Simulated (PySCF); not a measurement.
## Working out the ionisation energy of O⁺

O⁺ [He] 2s2 2p3 (4S) → O²⁺ [He] 2s2 2p2 (3P). Calculation: PySCF 2.14, in x2c-TZVPall (5s3p2d1f, 31 functions); the spin-free X2C one-electron Hamiltonian (Gaussian nucleus). Frozen: 1s2. Energies in hartree (1 hartree = 27.21139 eV):

```csv
part,O⁺ (lower),O²⁺ (upper)
UHF,-74.426619,-73.156090
CCSD correlation,-0.111403,-0.095205
(T),-0.001550,-0.001283
```

Task: What does Hartree-Fock give?

Result: (-73.156090) − (-74.426619) = 1.270529 hartree = 34.573 eV.

Task: What do CCSD and CCSD(T) give?

Result: The CCSD correlation energies differ by 0.016198 hartree = 0.441 eV and the triples by 0.000267 hartree = 0.007 eV, so CCSD gives 35.014 eV and CCSD(T) 35.021 eV.

Reference: 35.121 eV (measured; NIST Atomic Spectra Database, ionization energies), between the lowest levels; spin-orbit coupling is absent from the calculation.

What remains against the reference includes basis incompleteness, the frozen core and higher excitations.
